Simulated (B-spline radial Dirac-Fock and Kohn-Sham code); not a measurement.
## Er³⁺: scattering cross sections and density moments

System: Er³⁺, 1s2 2s2 2p6 3s2 3p6 3d10 4s2 4p6 4d10 4f11 5s2 5p6, inside a Watson sphere of charge -3 and radius 1.8 Å (a model of the Madelung potential; inside it an electron's potential energy is raised by 24.0 eV).

These are calculated numbers from an atomic code on a B-spline grid; the model is Dirac-Fock orbitals of the configuration average with a finite nucleus.

* Sum of ⟨r⟩: 33.95 bohr
* Sum of ⟨r²⟩: 33.03 bohr²
* Sum of ⟨1/r⟩: 475.32 per bohr
* Langevin diamagnetic susceptibility: -26.2 × 10⁻⁶ cm³/mol
* Lamb shielding (α²/3)Σ⟨1/r⟩: 8437 ppm

Coherent scattering is the Thomson cross section weighted by f₀², without anomalous dispersion; incoherent scattering is Klein-Nishina weighted by S. The Lamb formula is the non-relativistic shielding expression. Electron correlation is left out.

```
hν (keV)  coherent (b)  incoherent (b)  incoherent per electron (b)
       1          2744          0.5429                      0.00835
  8.0478          1322           10.43                        0.160
      10          1084           12.43                        0.191
 17.4793         586.1           18.11                        0.279
      50         136.3           26.68                        0.410
     100         43.86           27.58                        0.424
     200         12.74           24.72                        0.380
    1000        0.5885           13.62                        0.210
```

Incoherent scattering overtakes coherent scattering between 100 and 200 keV.
